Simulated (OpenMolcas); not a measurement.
Gd2+: moving or changing the point charges

Gd2+ among 7 point charges of -1 e arranged as a pentagonal bipyramid (D5h), 2.59 Å from the ion, with the axial distance 2.953 Å.

```yaml
Program: OpenMolcas 26.06
Method: CASSCF
Basis: ANO-RCC-VDZP [7s6p4d2f1g]
Scalar_Hamiltonian: DKH2, point nucleus
Active_space: 8 electrons in 7 orbitals (4f)
State_averaging: 2S+1 = 7 even, 7 roots; 2S+1 = 5 even, 77 roots kept (CI in the orbitals of an earlier block); 2S+1 = 3 even, 26 roots kept (CI in the orbitals of an earlier block)
Spin-orbit_coupling: state interaction with AMFI integrals over the reference wave functions
```

Runs around this geometry, states. Energies in cm-1 above the lowest state or level, χT in cm3 K/mol.

| R (Å) | q (e) | Ground state | First state of that spin | First gap with spin-orbit (degeneracies) | Width of lowest J | χT at 300 K |
| --- | --- | --- | --- | --- | --- | --- |
| 2.59 | -0.5 | 2S+1 = 7 | 11.5 | 6.5 (1, 2) | 484 | 11.774 |
| 2.59 | -1 | 2S+1 = 7 | 18.2 | 11.8 (1, 2) | 964 | 11.713 |
| 2.72 | -1 | 2S+1 = 7 | 23.0 | 11.2 (1, 2) | 835 | 11.727 |
| 3.05 | -1 | 2S+1 = 7 | 27.1 | 9.6 (1, 2) | 594 | 11.757 |

Taking the width of the lowest J multiplet as R^-n, n = -ln(594 / 964) / ln(3.05 / 2.59) = 3.0 between the shortest and longest distance.

Scaling the charges by -0.5 / -1 = 0.50 scales the width of the lowest J multiplet by 484 / 964 = 0.50; with fixed orbitals a first-order splitting would follow the charge.

High states are left out of the spin-orbit mixing, which shifts the levels that they would mix with. The free ion's ground configuration, as NIST lists it, lies outside this active space, so the lowest level here need not be the ground level. This is an electrostatic model: the charges have no orbitals. An unlabelled pair can be two single states that coincide in this model. No measured value stands beside these numbers.

A state without a sure symmetry label is named by its multiplicity alone.
